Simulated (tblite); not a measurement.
Species: C8H9B.
Bonds: B1–C2, C2–C3 (double), C3–C4, C4–C5 (double), C5–C6, C6–C7 (double), C7–C8, C8–C9 (double), C2–C8. Hydrogens: H10, H11 on B1; H12 on C3; H13 on C4; H14 on C5; H15 on C6; H16 on C7; H17, H18 on C9.

Computed with GFN2-xTB (tblite), gas phase: L-BFGS steps from a force-field or distance-geometry start until the largest atomic force falls under 0.01 eV/Å.

Step 20: E = -621.7355 eV
```
atom  x, y, z in Å  |  force x, y, z in eV/Å
B1      2.4392   -0.8113    0.0927   -0.042   0.023  -0.001
C2      0.9381   -0.4685   -0.0787   -0.011   0.051   0.032
C3      0.0878   -1.5267   -0.1923   -0.025  -0.025   0.034
C4     -1.3372   -1.5951   -0.2857   -0.008  -0.034   0.012
C5     -2.2364   -0.6625    0.0923    0.019   0.026  -0.091
C6     -1.9461    0.6443    0.5904    0.008   0.048   0.012
C7     -0.7833    1.3156    0.5264    0.014  -0.010   0.024
C8      0.4820    0.9399   -0.0952    0.029   0.007   0.046
C9      1.2524    1.9216   -0.5799   -0.033  -0.033  -0.078
H10     3.2509    0.0002    0.3095   -0.037   0.020   0.062
H11     2.7576   -1.9369    0.0196    0.057   0.056  -0.029
H12     0.5567   -2.5041   -0.2103   -0.021  -0.002  -0.049
H13    -1.7247   -2.5503   -0.6137   -0.013  -0.073  -0.009
H14    -3.2870   -0.9226    0.0509    0.005   0.003  -0.021
H15    -2.7888    1.1688    1.0203   -0.055  -0.016   0.086
H16    -0.7912    2.3157    0.9462    0.089   0.010  -0.023
H17     2.1954    1.7293   -1.0595   -0.022  -0.016   0.014
H18     0.9259    2.9489   -0.5446    0.044  -0.032  -0.021
```

Step 21: E = -621.7374 eV
```
atom  x, y, z in Å  |  force x, y, z in eV/Å
B1      2.4390   -0.8119    0.0960   -0.048   0.040  -0.014
C2      0.9390   -0.4691   -0.0772   -0.042   0.071   0.039
C3      0.0879   -1.5271   -0.1903    0.001   0.008   0.026
C4     -1.3361   -1.5955   -0.2857    0.000  -0.048  -0.010
C5     -2.2341   -0.6620    0.0894   -0.020   0.075  -0.035
C6     -1.9467    0.6439    0.5930    0.023   0.059  -0.002
C7     -0.7840    1.3150    0.5282    0.064   0.019   0.027
C8      0.4819    0.9391   -0.0943    0.011   0.044   0.021
C9      1.2482    1.9215   -0.5858   -0.014  -0.033  -0.046
H10     3.2501   -0.0027    0.3204   -0.030   0.031   0.066
H11     2.7560   -1.9355    0.0114    0.075   0.021  -0.024
H12     0.5566   -2.5032   -0.2087   -0.001  -0.044  -0.047
H13    -1.7236   -2.5501   -0.6169   -0.010  -0.064  -0.002
H14    -3.2841   -0.9207    0.0487   -0.031  -0.012  -0.034
H15    -2.7895    1.1693    1.0238   -0.038  -0.043   0.072
H16    -0.7865    2.3161    0.9482    0.065  -0.023  -0.026
H17     2.1941    1.7283   -1.0618   -0.055  -0.008   0.016
H18     0.9231    2.9510   -0.5500    0.052  -0.093  -0.027
```

Step 22: E = -621.7399 eV
```
atom  x, y, z in Å  |  force x, y, z in eV/Å
B1      2.4382   -0.8121    0.0996   -0.038   0.053  -0.013
C2      0.9393   -0.4691   -0.0742   -0.042   0.091   0.045
C3      0.0886   -1.5271   -0.1870   -0.008  -0.011   0.003
C4     -1.3345   -1.5971   -0.2862   -0.031   0.020  -0.006
C5     -2.2316   -0.6598    0.0851   -0.014   0.049   0.007
C6     -1.9474    0.6444    0.5965    0.068   0.081  -0.020
C7     -0.7836    1.3149    0.5314    0.057   0.017   0.033
C8      0.4819    0.9386   -0.0925   -0.011   0.074  -0.022
C9      1.2423    1.9207   -0.5950    0.009  -0.043   0.010
H10     3.2486   -0.0063    0.3379   -0.031   0.039   0.065
H11     2.7547   -1.9333   -0.0009    0.089  -0.004  -0.022
H12     0.5568   -2.5026   -0.2070    0.017  -0.063  -0.041
H13    -1.7223   -2.5505   -0.6216   -0.006  -0.044   0.011
H14    -3.2806   -0.9183    0.0449   -0.067  -0.020  -0.049
H15    -2.7908    1.1691    1.0300   -0.004  -0.072   0.048
H16    -0.7791    2.3164    0.9510    0.032  -0.033  -0.014
H17     2.1913    1.7267   -1.0652   -0.067  -0.008   0.001
H18     0.9195    2.9518   -0.5586    0.047  -0.126  -0.035
```

Step 23: E = -621.7427 eV
```
atom  x, y, z in Å  |  force x, y, z in eV/Å
B1      2.4367   -0.8110    0.1023   -0.010   0.052   0.005
C2      0.9388   -0.4676   -0.0703   -0.057   0.030   0.035
C3      0.0895   -1.5278   -0.1832    0.000   0.014  -0.018
C4     -1.3332   -1.5980   -0.2865   -0.030   0.030  -0.018
C5     -2.2283   -0.6568    0.0805   -0.049   0.053   0.058
C6     -1.9469    0.6466    0.6006    0.050   0.038  -0.039
C7     -0.7824    1.3154    0.5356    0.058   0.036   0.035
C8      0.4814    0.9388   -0.0908   -0.043   0.056  -0.053
C9      1.2357    1.9185   -0.6056    0.043  -0.035   0.061
H10     3.2458   -0.0097    0.3609   -0.039   0.039   0.055
H11     2.7541   -1.9304   -0.0157    0.094  -0.002  -0.022
H12     0.5579   -2.5031   -0.2053    0.024  -0.058  -0.033
H13    -1.7208   -2.5514   -0.6272    0.006   0.010   0.036
H14    -3.2775   -0.9158    0.0389   -0.069  -0.009  -0.058
H15    -2.7922    1.1680    1.0383    0.044  -0.095   0.019
H16    -0.7697    2.3166    0.9546   -0.003  -0.025   0.009
H17     2.1869    1.7241   -1.0691   -0.047  -0.020  -0.032
H18     0.9156    2.9499   -0.5697    0.029  -0.113  -0.041
```

Q: Estimate the geometry and energy of step 24. (The exact step hangs on the optimiser's Hessian estimate; all steps are aligned on step 23, rigid shifts and turns removed.)

A: E = -621.7453 eV, largest force 0.120 eV/Å
```
atom  x, y, z in Å  |  force x, y, z in eV/Å
B1      2.4351   -0.8087    0.1036    0.010   0.034   0.033
C2      0.9371   -0.4660   -0.0665   -0.032  -0.022   0.019
C3      0.0906   -1.5286   -0.1802   -0.021  -0.004  -0.036
C4     -1.3322   -1.5984   -0.2869   -0.041   0.076  -0.006
C5     -2.2261   -0.6531    0.0775   -0.036  -0.005   0.058
C6     -1.9457    0.6492    0.6038    0.041   0.000  -0.043
C7     -0.7803    1.3168    0.5402    0.010   0.017   0.027
C8      0.4797    0.9394   -0.0901   -0.050   0.008  -0.064
C9      1.2303    1.9154   -0.6145    0.068  -0.029   0.091
H10     3.2419   -0.0115    0.3837   -0.047   0.037   0.041
H11     2.7548   -1.9268   -0.0294    0.091   0.024  -0.024
H12     0.5600   -2.5047   -0.2045    0.012  -0.017  -0.025
H13    -1.7196   -2.5517   -0.6316    0.009   0.052   0.054
H14    -3.2754   -0.9133    0.0317   -0.056   0.013  -0.053
H15    -2.7926    1.1655    1.0466    0.075  -0.094   0.001
H16    -0.7607    2.3168    0.9586   -0.032   0.007   0.040
H17     2.1822    1.7204   -1.0728   -0.005  -0.039  -0.071
H18     0.9123    2.9457   -0.5809    0.005  -0.055  -0.042
```

The energy changes by -0.0026 eV. The first-order estimate −F·Δx gives -0.0035 eV and the mean of the old and new forces, exact on a quadratic surface, -0.0026 eV. The step makes an angle of 73° with the force vector and moves no atom by more than 0.023 Å.

What follows is the cost of the whole relaxation. The run took 1.1 s on one thread, Arm Neoverse N1 (aarch64), shared host with 64 logical CPUs at a one-minute load of 60.
